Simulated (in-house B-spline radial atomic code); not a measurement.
RPA and G0W0 on BLYP: K V (K4+)

Configuration [Ne] 3s2 3p3, highest spin, mean-field start BLYP. Computed with an all-electron radial atomic-structure program (B-spline basis): all electrons, non-relativistic, point nucleus, each spin shell either full or empty, empty states to l = 9 with an (l + 1/2)⁻⁴ tail; G0W0 by contour deformation at full frequency.

Command:
```bash
python run_gw.py task.json out
```
Settings (radii: box in bohr, nucleus in fm):
```
Z                        19
electrons                15
configuration            [Ne] 3s2 3p3
hamiltonian              nr
method                   b88,lyp
lmax                     9
spin_polarised           True
box_radius               11.96
intervals                48
```

Time taken, with all properties: 1.3 s on 1 thread of Arm Neoverse V1 (shared host).

Energies (hartree):

```tsv
term	value
mean-field total	-594.70073
Hartree-Fock functional on these orbitals	-594.07149
direct second order	-1.0754
second-order exchange	0.39227
SOSEX correction	0.35288
```

What is the RPA correlation energy, and what remains with SOSEX?

RPA gives -0.93634 hartree (-1.7 eV per electron); RPA + SOSEX gives -0.58347, and the second-order doubles -0.68313 hartree (no singles). SOSEX takes back 38 % of the RPA value.

Quasi-particle levels (eV):

| level | occupied | mean field | Σx - vxc | Σc | QP weight | G0W0 |
| --- | --- | --- | --- | --- | --- | --- |
| 3p up | yes | -73.04 | -8.76 | ? | ? | ? |
| 3s down | yes | -85.94 | -5.50 | -2.74 | 0.944 | -94.19 |
| 3p down | no | -68.46 | 10.41 | -3.44 | 0.938 | -61.49 |

G0W0 = mean field + (Σx - vxc) + Σc, with Σc (partial-wave tail included) taken at the quasi-particle energy. Only the outer levels were computed. Levels of low weight are left out.

Where does G0W0 put 3p up?

At -81.84 eV, with Σc = -0.03 eV and a quasi-particle weight of 0.936. The tabulated removal energy is 82.66 ± 0.16 eV (NIST, semi-empirical); the calculation leaves out relativity, Breit and QED terms, and what these don't explain is the method's own error.
